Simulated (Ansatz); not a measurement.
CHAlClNO (`N=[C]1[O][Al]1[Cl]`), relaxed with RKS PBE0-D4/def2-TZVP in the Gaussian-basis code of Ansatz from a PBE-D4/def2-SVP geometry. The force threshold is 0.005 eV/Å; the program also tests the step.

Charge 0, multiplicity 1.

Start:

```xyz
6

N     0.334    1.266    1.337
C     0.102    0.398    0.469
O     0.152    0.394   -0.934
Al   -0.360   -1.233   -0.409
Cl   -0.852   -3.006   -1.407
H     0.624    2.180    0.944
```

Problem. How much energy does the relaxation release, and in how many steps? (An estimate is asked.)

Solution. The calculation gave: 0.06 eV, in 8 steps, 1 of them rejected.

Problem. Which bonds change most? (An estimate is asked.)

Solution. Ansatz gave: O3–Al4 from 1.785 to 1.725 Å; C2–Al4 from 1.909 to 1.866 Å; Al4–Cl5 from 2.093 to 2.061 Å; N1–H6 from 1.036 to 1.023 Å.

Problem. Give the relaxed structure. (Best estimate.)

Solution. Ansatz gave: 
```xyz
6

N     0.325    1.238    1.333
C     0.093    0.367    0.485
O     0.158    0.414   -0.929
Al   -0.337   -1.175   -0.473
Cl   -0.848   -2.976   -1.336
H     0.608    2.130    0.920
```
